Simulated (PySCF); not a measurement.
C6H10. Atoms are numbered in the order given.

```xyz
16

C      1.0696    -2.0918     0.0000
C      0.8987    -0.7490     0.0000
C     -0.3878    -0.0470     0.0000
C     -1.6434    -0.8847     0.0000
C     -0.4755     1.3153     0.0000
C      0.6315     2.3230     0.0000
H      0.2212    -2.7936     0.0000
H      2.0771    -2.5344     0.0000
H      1.8026    -0.1178     0.0000
H     -2.5514    -0.2519     0.0000
H     -1.6862    -1.5480    -0.8901
H     -1.6862    -1.5480     0.8901
H     -1.4945     1.7440     0.0000
H      1.6426     1.8750     0.0000
H      0.5583     2.9897    -0.8870
H      0.5583     2.9897     0.8870
```

Geometry: PBE-D3(BJ)/def2-SVP. Other conformers were not sampled.

These are PBE/def2-TZVP in PySCF values and carry that method's errors.

Atomic charges (e):

| atom | IAO | Mulliken | Löwdin |
|---|---|---|---|
| C1 | -0.33 | -0.28 | -0.21 |
| C2 | -0.14 | -0.12 | -0.17 |
| C3 | 0.00 | 0.14 | -0.20 |
| C4 | -0.43 | -0.40 | -0.27 |
| C5 | -0.14 | -0.15 | -0.16 |
| C6 | -0.43 | -0.33 | -0.31 |
| H7 | 0.14 | 0.12 | 0.12 |
| H8 | 0.15 | 0.12 | 0.12 |
| H9 | 0.14 | 0.08 | 0.15 |
| H10 | 0.14 | 0.12 | 0.13 |
| H11 | 0.15 | 0.13 | 0.13 |
| H12 | 0.15 | 0.13 | 0.13 |
| H13 | 0.13 | 0.09 | 0.14 |
| H14 | 0.14 | 0.11 | 0.12 |
| H15 | 0.15 | 0.13 | 0.13 |
| H16 | 0.15 | 0.13 | 0.13 |

Computed Mayer and Wiberg (Löwdin basis) orders of the bonds:
```
bond    Mayer  Wiberg
------  -----  ------
C1–C2    1.86    2.08
C2–C3    1.07    1.26
C3–C4    0.95    1.22
C3–C5    1.74    1.80
C5–C6    1.01    1.33
C1–H7    0.94    0.89
C1–H8    0.95    0.89
C2–H9    0.95    0.81
C4–H10   0.97    0.89
C4–H11   0.96    0.89
C4–H12   0.96    0.89
C5–H13   0.94    0.82
C6–H14   0.96    0.89
C6–H15   0.95    0.88
C6–H16   0.95    0.88
```
